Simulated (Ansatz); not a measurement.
`C[SiH2]C=N` + H₂O → `C[SiH2]O` + `C=N` at 600 K and 1 bar (formal hydrolysis of the Si–C bond).

Computed with Ansatz on PBE0-D4/def2-TZVP structures; ΔE is electronic, products minus reactants. CBS: MP2 limit from def2 TZ/QZ plus the TZ coupled-cluster correction, frozen cores. This one scheme is used for every species. Each species was taken in one conformer, which may not be the lowest.

```
     species  CCSD(T)/CBS energy (Eh)  H − E (kJ/mol)  S (J/(mol·K))
`C[SiH2]C=N`               -424.07596           280.2          411.2
         H₂O                -76.37941            76.8          212.8
  `C[SiH2]O`               -405.96945           226.2          370.0
       `C=N`                -94.52360           129.6          259.4
```

H − E and S are ideal-gas, rigid-rotor, harmonic terms from PBE0-D4/def2-TZVP, for one conformer and one mirror image of each species. 1 Eh = 2625.50 kJ/mol, R = 8.31446 J/(mol·K).

By hand: ΔE, ΔH, ΔS and ΔG.

ΔE = (-405.96945) + (-94.52360) − (-424.07596) − (-76.37941) = -0.03768 Eh = -98.9 kJ/mol. Δ(H − E) = 226.2 + 129.6 − 280.2 − 76.8 = -1.2, so ΔH = -100.1 kJ/mol. ΔS = 370.0 + 259.4 − 411.2 − 212.8 = 5.4 J/(mol·K). ΔG = -100.1 − 600 × (5.4)/1000 = -103.3 kJ/mol.

By hand: the equilibrium constant, and the temperature at which ΔG would vanish if ΔH and ΔS stayed fixed.

log₁₀ K = −ΔG/(RT ln 10) = 9.0. ΔH and −TΔS have one sign here, so there is no such temperature. One of them is within its doubt of zero, so this could turn.

The number of gas molecules stays the same, so ΔS is small and ΔH decides. A doubt of 5 kJ/mol in ΔE shifts log₁₀ K by 0.4 here. Other conformers and mirror images would add mixing entropy, several J/(mol·K) or more a flexible species. These are equilibria of isolated gas molecules and say nothing of rates. Largest T1 diagnostic: 0.012 (customary marks: 0.02 for closed shells, 0.045 for open ones).
